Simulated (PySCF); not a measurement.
## Heteronuclear NMR

Geometry (Å), atoms numbered from 1 in this order:
```xyz
14

O     3.148   -0.367    0.454
C     2.322    0.353   -0.044
C     0.866    0.113   -0.005
C     0.350   -1.010    0.638
C    -1.016   -1.217    0.661
C    -1.876   -0.312    0.049
C    -1.342    0.795   -0.582
F    -2.168    1.666   -1.169
C     0.018    1.027   -0.622
H     2.623    1.276   -0.584
H     1.038   -1.701    1.109
H    -1.427   -2.088    1.158
H    -2.949   -0.455    0.054
H     0.407    1.905   -1.125
```

No solvent, relativity neglected, one conformer. GIAO B97-2/pcSseg-2 shieldings; structure optimised with PBE0-D3(BJ)/def2-TZVP; PySCF 2.14.0 with density-fitted response routines.

Q: Where does ¹⁹F resonate?

A: 
```json
{"atoms": "F8", "environment": "aryl fluorine", "σ (ppm)": "291.2", "δ (ppm)": "-113.1"}
```

Shieldings were converted by a linear fit to measured shifts: ¹⁹F: δ = 163.32 − 0.949σ +9.6 on sp3 carbon (rms 4.2 ppm, 161 shifts, 5.7 ppm with the 8 outliers that the fit left out vs CFCl3, solution or neat liquid). A few per cent of atoms miss by over 2 rms, more outside the fitted compound classes.

On a 400 MHz spectrometer ¹⁹F resonates near 376.4 MHz, so 1 ppm is 376.4 Hz.

Q: Predict the ¹⁷O NMR data.

A: 
| atoms | environment | σ (ppm) | δ (ppm) |
| --- | --- | --- | --- |
| O1 | aldehyde oxygen | -310.1 | 567.7 |

Shieldings were converted by a linear fit to measured shifts: ¹⁷O (scatter 12.2 ppm rms vs liquid water, solution or neat liquid). Occasional misses reach two or three times the rms, and more in compound classes unlike the fitted ones.

On a 300 MHz spectrometer ¹⁷O resonates near 40.7 MHz, so 1 ppm is 40.7 Hz.
